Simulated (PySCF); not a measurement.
## Mo (molybdenum, neutral) across methods

[Kr] 4d5 5s1, high-spin 7S determinant. Computed with PySCF 2.14 in def2-TZVPPD with the def2 core potential (28 electrons) (6s4p3d2f1g, 56 functions), with scalar relativity through the core potential.

```json
{"method": "UHF", "E (hartree)": "-67.56662", "mean ε 4p β (eV)": "-44.219", "mean ε 4d α (eV)": "-9.296", "mean ε 5s α (eV)": "-6.483", "Σ⟨r²⟩ (bohr²)": "51.30", "⟨S²⟩": "12.003"}
{"method": "B3LYP", "E (hartree)": "-68.1233", "mean ε 4p β (eV)": "-38.718", "mean ε 4d α (eV)": "-5.303", "mean ε 5s α (eV)": "-4.995", "Σ⟨r²⟩ (bohr²)": "50.90", "⟨S²⟩": "12.000"}
{"method": "wB97M-V", "E (hartree)": "-68.0136", "mean ε 4p β (eV)": "-41.781", "mean ε 4d α (eV)": "-7.963", "mean ε 5s α (eV)": "-6.856", "Σ⟨r²⟩ (bohr²)": "50.94", "⟨S²⟩": "12.001"}
{"method": "r2SCAN", "E (hartree)": "-68.1529", "mean ε 4p β (eV)": "-37.407", "mean ε 4d α (eV)": "-4.650", "mean ε 5s α (eV)": "-4.905", "Σ⟨r²⟩ (bohr²)": "50.12", "⟨S²⟩": "12.001"}
{"method": "PBE0", "E (hartree)": "-68.1043", "mean ε 4p β (eV)": "-38.972", "mean ε 4d α (eV)": "-5.717", "mean ε 5s α (eV)": "-5.176", "Σ⟨r²⟩ (bohr²)": "50.63", "⟨S²⟩": "12.001"}
{"method": "LDA", "E (hartree)": "-67.9473", "mean ε 4p β (eV)": "-36.946", "mean ε 4d α (eV)": "-4.505", "mean ε 5s α (eV)": "-4.835", "Σ⟨r²⟩ (bohr²)": "51.00", "⟨S²⟩": "12.000"}
{"method": "CAM-B3LYP", "E (hartree)": "-68.0487", "mean ε 4p β (eV)": "-40.459", "mean ε 4d α (eV)": "-6.844", "mean ε 5s α (eV)": "-6.001", "Σ⟨r²⟩ (bohr²)": "50.82", "⟨S²⟩": "12.000"}
{"method": "BP86", "E (hartree)": "-68.1875", "mean ε 4p β (eV)": "-37.145", "mean ε 4d α (eV)": "-4.485", "mean ε 5s α (eV)": "-4.771", "Σ⟨r²⟩ (bohr²)": "50.82", "⟨S²⟩": "12.000"}
```

Question: Estimate the same row for PBE.

Answer: E (hartree) = -68.1241; mean ε 4p β (eV) = -36.874; mean ε 4d α (eV) = -4.390; mean ε 5s α (eV) = -4.616; Σ⟨r²⟩ (bohr²) = 50.89; ⟨S²⟩ = 12.000.

Energies and moments cover only the electrons outside the core potential.
